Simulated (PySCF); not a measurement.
## Heteronuclear NMR

Molfile (atoms numbered from 1):
```
C6H4F4
     RDKit          3D

 14 14  0  0  0  0  0  0  0  0999 V2000
   -0.0341   -2.0304   -1.1830 F   0  0  0  0  0  0  0  0  0  0  0  0
   -0.3028   -0.8971   -0.5469 C   0  0  0  0  0  0  0  0  0  0  0  0
    0.5644   -0.0388    0.0207 C   0  0  0  0  0  0  0  0  0  0  0  0
    2.0510   -0.1159    0.0950 C   0  0  0  0  0  0  0  0  0  0  0  0
    2.5613   -1.2026   -0.4914 F   0  0  0  0  0  0  0  0  0  0  0  0
    2.4888   -0.1232    1.3691 F   0  0  0  0  0  0  0  0  0  0  0  0
    2.6364    0.9484   -0.4878 F   0  0  0  0  0  0  0  0  0  0  0  0
   -0.2000    1.0570    0.5960 C   0  0  0  0  0  0  0  0  0  0  0  0
   -1.5046    0.8538    0.3742 C   0  0  0  0  0  0  0  0  0  0  0  0
   -1.7024   -0.4180   -0.3798 C   0  0  0  0  0  0  0  0  0  0  0  0
    0.2584    1.8807    1.1100 H   0  0  0  0  0  0  0  0  0  0  0  0
   -2.3167    1.4864    0.6760 H   0  0  0  0  0  0  0  0  0  0  0  0
   -2.3098   -1.1402    0.1697 H   0  0  0  0  0  0  0  0  0  0  0  0
   -2.1905   -0.2606   -1.3439 H   0  0  0  0  0  0  0  0  0  0  0  0
  1  2  1  0
  2  3  2  0
  3  4  1  0
  4  5  1  0
  4  6  1  0
  4  7  1  0
  3  8  1  0
  8  9  2  0
  9 10  1  0
 10  2  1  0
  8 11  1  0
  9 12  1  0
 10 13  1  0
 10 14  1  0
M  END
```

[PySCF: GFN2-xTB structure; B3LYP/pcJ-1 coupling constants (spin–dipole term only in couplings to heteroatoms); NMR shieldings at PBE0/pcSseg-1/GIAO; single conformer; in vacuum; equivalent nuclei averaged; relativity neglected]

Where does ¹⁹F resonate?

Answers


```
   atoms              environment  σ (ppm)  δ (ppm)
F5/F6/F7  fluorine of a CF3 group    247.8    -62.9
      F1         vinylic fluorine    282.5   -108.9
```

Shieldings were converted by a linear fit to measured shifts: ¹⁹F (scatter 6.0 ppm rms, 7.0 ppm with the 5 outliers that the fit left out vs CFCl3, solution or neat liquid, with a term for F on sp3 carbon). A few per cent of atoms miss by over 2 rms, more outside the fitted compound classes. Couplings are scaled by factors fitted to measured values: ²J(H,H) × 0.95 (rms 1.3 Hz), ³J(H,H) × 0.92 (rms 0.5 Hz), ¹J(C,F) × 0.77 (rms 8.7 Hz), ²J(C,F) × 1.14 (rms 1.9 Hz, 10.1 with 1 outliers), ³J(C,F) × 1.46 (rms 1.5 Hz); all others are unscaled and can be 10–30 % off.

Couplings (the largest are listed; each averaged over equivalent pairs): ¹J(F1,C2) = -287.9 Hz, ¹J(C4,F5) = -258.3 Hz, ²J(F5,F6) = 82.3 Hz, ²J(C3,F5) = 40.2 Hz, ²J(F1,C10) = 14.7 Hz, ²J(F1,C3) = 4.3 Hz, ³J(F1,C9) = 17.3 Hz, ³J(F1,C8) = -7.3 Hz, ³J(F1,C4) = -5.4 Hz, ³J(C2,F5) = 4.7 Hz, ³J(F5,C8) = 2.2 Hz.

On a 500 MHz spectrometer ¹⁹F resonates near 470.5 MHz, so 1 ppm is 470.5 Hz.
